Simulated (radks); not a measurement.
The numbers below are computed, except where a source is named.
Ionisation of La44+, [Ne] 3s2 3p1, to La45+, [Ne] 3s2, under several functionals. Dirac Kohn-Sham, spin-unpolarised, spherical densities, finite nucleus; open shells are shared between the two j in proportion to 2j + 1; a radial shooting solver on a logarithmic mesh with Libxc functionals.

functional                               E(La44+) (hartree)  Exc (hartree)  IE (eV)  -e(HOMO) (eV)  <r> HOMO (bohr)  IE error (eV)
XLYP                                             -6661.2839      -110.7778   3448.1         3365.2           0.2495          -66.9
PBE                                              -6660.0159      -109.4998   3447.2         3364.4           0.2495          -67.8
RPBE                                             -6660.5570      -110.0458   3446.5         3364.0           0.2496          -68.5
BLYP                                             -6660.7607      -110.2505   3448.0         3365.1           0.2495          -67.0
LDA (Slater exchange, VWN5 correlation)          -6653.4266      -102.8553   3447.4         3364.4           0.2494          -67.6
exchange-only LDA                                -6651.7591      -101.1832   3444.5         3361.5           0.2495          -70.5

NIST Atomic Spectra Database: 3515 eV (theoretical). Closest: XLYP. The Delta-SCF values span 3.68 eV, the total energies 9.52 hartree. The highest occupied level is 3p3/2. Spin polarisation and multiplet splitting are left out, so open shells lie too high by an amount that depends on their filling. Sharing an open shell by 2j + 1 raises it above the true ground level by a part of the spin-orbit splitting, which enters the differences from NIST.

Beside tabulated values, note that spin-unpolarised runs miss the spin-polarisation part of the exchange energy of open shells.
